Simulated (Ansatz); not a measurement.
Species: CH6FSi2, net charge -1, singlet state. It need not be the lowest isomer of its formula. Whether it binds its extra electron was not tested at this geometry. 
Geometry from a B3LYP-D3(BJ)/def2-TZVP (Ansatz, a quantum-chemistry and plane-wave program) optimisation:
SMILES: F[SiH2][CH-][SiH3]
```xyz
10

F     -1.6486    -0.6244     1.4996
Si    -1.1755    -0.2967    -0.0568
C      0.1686     0.7990    -0.3395
Si     1.8755     0.3047    -0.5261
H     -0.9312    -1.6766    -0.5792
H     -2.4883     0.1819    -0.6088
H     -0.0386     1.8673    -0.2895
H      2.8588     0.6299     0.5803
H      2.0168    -1.1781    -0.6891
H      2.6082     0.8908    -1.7118
```
Charge -1, spin multiplicity 1.

Parts of the frozen-core correlation energy in aug-cc-pV(Q+d)Z (Ansatz, hartree). Frozen orbitals: 12; correlated occupied orbitals by spin: 13 and 13; virtual: 589 and 589. No spin-orbit coupling. Non-relativistic.

| term | value |
|---|---|
| reference (HF) | -718.83123 |
| MP2 opposite-spin | (withheld) |
| MP2 same-spin | (withheld) |
| CCSD correlation | -0.79305 |
| (T) | (withheld) |
| T1 diagnostic | 0.012 |
| largest doubles amplitude | 0.010 |

Q: Some entries are withheld; supply them.

A: 
- MP2 opposite-spin, value: -0.59865
- MP2 same-spin, value: -0.16162
- (T), value: -0.03133
